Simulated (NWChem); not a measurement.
BiHF2; SMILES [F][BiH][F]

Program: NWChem. All runs use the structure optimised with PBE0/def2-SVP. def2 effective core potentials on Bi; no spin-orbit coupling. B3LYP is NWChem's, with the RPA form of VWN correlation. Vertical excitations in the gas phase; the lowest state need not have the same character in each row.

```csv
level,"lowest excitation, singlet (eV)",oscillator strength of that lowest state,lowest triplet (eV),orbital gap (eV)
"PBE/def2-SVP, TDA",4.90,0.008,4.34,4.61
"B3LYP/def2-SVP, TDA",…,…,…,…
"LRC-wPBEh/def2-SVP, TDA",5.42,0.018,4.65,10.22
"LDA (Slater exchange, VWN5)/def2-SVP, TDA",4.81,0.007,4.31,4.49
```

Fill in the missing entries.


- B3LYP/def2-SVP, TDA, lowest excitation, singlet (eV): 5.25
- B3LYP/def2-SVP, TDA, oscillator strength of that lowest state: 0.014
- B3LYP/def2-SVP, TDA, lowest triplet (eV): 4.59
- B3LYP/def2-SVP, TDA, orbital gap (eV): 6.27
